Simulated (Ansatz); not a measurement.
**Worked example: SiH2(SiH3)Cl + C2H10OSi2 → SiH2(OH)(SiH3) + C2H9ClSi2**

Gas-phase species: SiH2(SiH3)Cl, singlet; C2H10OSi2 `C[SiH2]C[SiH2]O`, singlet; SiH2(OH)(SiH3) (disilanol), singlet; C2H9ClSi2 `C[SiH2]C[SiH2]Cl`, singlet. The partners trade Cl for OH; both sit on Si, so the bond types are kept.

Shapes, held fixed at every level: PBE0-D4/def2-TZVP. Flexible molecules stand in one conformer, not always the lowest. Programs: Ansatz 0.2.0. Electronic energies: no zero-point or thermal term.

At CCSD(T)/CBS estimate; 1 Eh = 2625.50 kJ/mol:

| species | energy (Eh) |
| --- | --- |
| SiH2(SiH3)Cl | -1040.976292 |
| C2H10OSi2 | -735.528067 |
| SiH2(OH)(SiH3) | -656.967893 |
| C2H9ClSi2 | -1119.534998 |

Q: Work out ΔE of the reaction at this level.

A: 
1. Products less reactants: (-656.967893) + (-1119.534998) − [(-1040.976292) + (-735.528067)] = 0.001468 Eh = +3.9 kJ/mol.

Other levels give +2.4 (HF/def2-TZVPP) to +3.7 kJ/mol (wB97M-V/def2-TZVPP). No measured value is set beside it here. The CBS estimate extrapolates MP2 from def2-TZVPP and def2-QZVPP and adds CCSD(T) − MP2 in the triple-zeta set, cores frozen. That is about zero within the method's error.
